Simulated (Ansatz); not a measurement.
Harmonic frequencies (cm⁻¹) at PBE0-D4/def2-TZVP from Ansatz: 90, 100, 193, 255, 375, 446, 541, 550, 614, 714, 715, 718, 786, 797, 1230, 1453, 1454, 1949, 1952, 2142, 3071, 3169, 3171, 3463.

Question: Which molecule is it?
A. `C[O][SnH]([Cl])[Cl]`
B. `[CH3][SnH]([OH])[F]`
C. `[CH3][SnH2][N]=C=O`
D. `C#[C][SnH2][CH3]`

Answer: D.
